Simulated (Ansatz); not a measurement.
Cost and result for the atomization energy of CH5NSi2 (`[SiH3][SiH]1C=N1`) (9 atoms, 9 bonds).

```xyz
9

Si    0.559    1.196    0.933
Si   -0.488   -0.712    0.125
C    -0.558   -1.073   -1.630
N     0.406   -1.706   -1.106
H    -0.459    2.178    1.395
H     1.450    0.869    2.077
H     1.358    1.788   -0.170
H    -1.363   -1.482    1.042
H    -0.905   -1.057   -2.665
```

Charge 0, multiplicity 1. Geometry: relaxed with PBE0-D4/def2-TZVP. Program: Ansatz. All runs use 2 threads of an Arm Neoverse V1 on a shared host. Times are those of one run each, without the atoms' runs, and a repeat can differ threefold. Electronic energies, without spin–orbit coupling; frozen cores. CCSD(T)/CBS adds CCSD(T) − MP2 in def2-TZVPP to the MP2 limit, and its time is that of the two runs behind it. T1 = 0.017.

CCSD(T)/CBS is a level of theory with its own doubt, some kJ/mol a heavy atom from the limit and from the frozen cores, so smaller differences don't rank the functionals.

| level | functions | wall time |
| --- | --- | --- |
| LDA (SPW92)/def2-TZVPP | 216 | 1.6 s |
| revPBE-D4/def2-TZVPP | 216 | 2.5 s |
| BLYP-D4/def2-TZVPP | 216 | 2.5 s |
| CCSD(T)/def2-SVP | 89 | 2.7 s |
| PBE-D4/def2-TZVPP (with forces) | 216 | 3.1 s |
| BHLYP-D4/def2-TZVPP | 216 | 3.7 s |
| CAM-B3LYP-D4/def2-TZVPP | 216 | 4 s |
| r2SCANh-D4/def2-TZVPP | 216 | 6 s |
| B2PLYP/def2-TZVPP | 216 | 6.5 s |
| ωB97M-V/def2-TZVPP (with forces) | 216 | 14 s |
| MP2/def2-QZVPP | 404 | 21 s |
| CCSD(T)/def2-TZVPP | 216 | 67 s |
| CCSD(T)/CBS(def2) | – | 88 s |

What atomization energy does each give, and how far from CCSD(T)/CBS? (Best estimate.)

Ansatz gave: 
| level | atomization (kcal/mol) | difference from CCSD(T)/CBS | per bond |
| --- | --- | --- | --- |
| LDA (SPW92)/def2-TZVPP | 812.4 | 100.3 | 11.1 |
| revPBE-D4/def2-TZVPP | 710.6 | -1.5 | -0.2 |
| BLYP-D4/def2-TZVPP | 714.5 | 2.4 | 0.3 |
| CCSD(T)/def2-SVP | 659.0 | -53.1 | -5.9 |
| PBE-D4/def2-TZVPP (with forces) | 726.2 | 14.1 | 1.6 |
| BHLYP-D4/def2-TZVPP | 691.2 | -20.9 | -2.3 |
| CAM-B3LYP-D4/def2-TZVPP | 713.9 | 1.8 | 0.2 |
| r2SCANh-D4/def2-TZVPP | 707.8 | -4.3 | -0.5 |
| B2PLYP/def2-TZVPP | 703.8 | -8.3 | -0.9 |
| ωB97M-V/def2-TZVPP (with forces) | 714.9 | 2.8 | 0.3 |
| MP2/def2-QZVPP | 709.4 | -2.7 | -0.3 |
| CCSD(T)/def2-TZVPP | 689.5 | -22.6 | -2.5 |
| CCSD(T)/CBS(def2) | 712.1 | 0.0 | 0.0 |

From r2SCAN to r2SCAN0 (25 % exact exchange), in def2-TZVPP and without D4, the atomization energy moves by −13.9 kcal/mol: exact exchange takes away binding that semilocal exchange gives to molecules. In def2-TZVPP, CCSD(T) changes the Hartree–Fock value by +196.1 kcal/mol (the triples alone add +13.6 kcal/mol) and MP2 by +202.4 kcal/mol; breaking electron pairs costs correlation energy, which Hartree–Fock lacks. The D4 term adds +7.4 kcal/mol with B3LYP and +3.8 kcal/mol with PBE0; it sums over pairs of atoms, weighted by their polarisabilities, and B3LYP, whose exchange is more repulsive, gets the larger term.

B3LYP here is the variant with VWN-RPA as its local correlation; programs differ in this.
